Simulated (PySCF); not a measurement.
**Worked example: oscillator strength and radiative lifetime**

FHPbS, SMILES [F][Pb][SH] (connectivity only; charge and spin as stated), neutral, multiplicity 1.

Geometry: B3LYP-D3(BJ)/def2-TZVP. The def2 effective core potentials stand for the cores of Pb; spin–orbit coupling is left out. Other conformers were not sampled.

PySCF with TDDFT-ωB97X/def2-SVPD puts the first singlet state with f over 0.02 at 4.31 eV (vertical), with the transition dipole (0.051, 0.436, 0.000) in atomic units.

Problem. Find the oscillator strength, the wavelength and the radiative lifetime that this transition would have in vacuum if emission retraced absorption.

Solution. 
|μ|² = 0.1927 au, so |μ| = 1.12 D. ΔE = 4.31/27.211 = 0.1584 hartree. f = (2/3) ΔE |μ|² = 0.020 (the program prints 0.020).
λ = 1239.84/4.31 = 288 nm; ν = 34762 cm⁻¹.
Einstein's coefficient A = 0.6670 ν² f s⁻¹ (ν in cm⁻¹) = 1.6e7 s⁻¹, so τ = 1/A = 61 ns. This state is S2; the lower singlet has f = 0.016. The figure is the radiative limit of this one transition; relaxation, internal conversion, crossing to triplets and a medium change what is measured.
